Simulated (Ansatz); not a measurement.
C$_{2}$ClF$_{3}$O (`O=C(Cl)C(F)(F)F`), 7 atoms. Total charge 0; spin multiplicity 1. Hardware: A = 2 threads of an AMD EPYC 7R13 on a shared host; B = 2 threads of an AMD EPYC 7R13 on a shared host and a share of an NVIDIA H100 80 GB. Correlated methods freeze the cores. Open-shell runs search over several starts.

Question: Give the basis size and wall time and peak host memory of each of these runs in Ansatz. RHF-CCSD(T)/cc-pV(T+d)Z energy [B]; UHF-CCSD(T)/def2-TZVPP energy of the cation [B]; RHF-MP2/def2-QZVPP energy [B]; RKS BLYP-D4/def2-TZVPP energy [A]; RKS r2SCAN0-D4/def2-TZVPP energy [A]; RHF-CCSD(T)/def2-TZVPP energy [B]; RKS ωB97M-V/def2-SVP energy [A]; RKS PBE0-D4/def2-SVP energy [A]; RKS PBE0-D4/def2-TZVP frequencies [B]; RHF-MP2/cc-pV(Q+d)Z energy [B]; RKS PBE0-D4/def2-TZVP relaxation (7 steps) [B]; direct RPA on PBE orbitals/def2-TZVPP energy [A]. (Estimate.)

Answer: Ansatz gave: Other jobs shared the machine, so times are rough.

```tsv
level	job	functions	wall time	peak host memory (GiB)
RKS PBE0-D4/def2-SVP	energy [A]	102	1.4 s	0.43
RKS BLYP-D4/def2-TZVPP	energy [A]	228	2.4 s	0.32
RKS ωB97M-V/def2-SVP	energy [A]	102	4.9 s	0.43
RKS r2SCAN0-D4/def2-TZVPP	energy [A]	228	6 s	0.62
direct RPA on PBE orbitals/def2-TZVPP	energy [A]	228	6.5 s	0.56
RHF-MP2/cc-pV(Q+d)Z	energy [B]	394	8.5 s	0.9
RHF-CCSD(T)/cc-pV(T+d)Z	energy [B]	219	10 s	0.8
RHF-MP2/def2-QZVPP	energy [B]	412	12 s	0.9
RHF-CCSD(T)/def2-TZVPP	energy [B]	228	14 s	0.82
UHF-CCSD(T)/def2-TZVPP	energy of the cation [B]	228	19 s	1.1
RKS PBE0-D4/def2-TZVP	relaxation (7 steps) [B]	223	26 s	0.86
RKS PBE0-D4/def2-TZVP	frequencies [B]	223	96 s	0.87
```
